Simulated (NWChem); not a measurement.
Molecule: BeO; SMILES [Be]=[O]

```xyz
2

Be     0.0000     0.0000    -0.8849
O      0.0000     0.0000     0.4534
```
Atoms are numbered in this order, from 1.

Program: NWChem. Coordinates come from a PBE0/def2-SVP optimisation. Vzz is the largest principal value of the second derivative of the potential at the nucleus (NWChem prints the opposite sign); η is the asymmetry. Non-relativistic.

**Question.** What does the run give for PBE/def2-SVP? Quantities: Vzz O2 (a.u.); η O2.

**Answer.** 
| Quantity | Result |
|---|---|
| Vzz O2 (a.u.) | -0.394 |
| η O2 | 0.00 |
